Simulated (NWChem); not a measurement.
CH5CdNS; SMILES C[S][Cd][NH2]

```xyz
9

Cd    -0.1074     0.5674    -0.0074
N      0.4851     2.5091     0.0224
H      0.1177     3.0005     0.8501
H      0.1265     3.0310    -0.7902
S     -0.5849    -1.7375     0.0104
C      1.0964    -2.4962    -0.0023
H      1.6684    -2.2368    -0.9138
H      0.9382    -3.5924     0.0056
H      1.6868    -2.2261     0.8942
```
Atoms are numbered in this order, from 1.

Program: NWChem. Coordinates come from a PBE-D3(BJ)/def2-SVP (def2 core potentials past Kr) optimisation. No frequency run checked for a minimum.

### Question
What does the run give for PBE/STO-3G, non-relativistic? Quantities: highest occupied level (eV); orbital gap (eV); dipole (D).

### Answer
The highest occupied level (eV) is -1.24 and the orbital gap (eV) comes out as 4.75. The dipole (D) is 1.05.
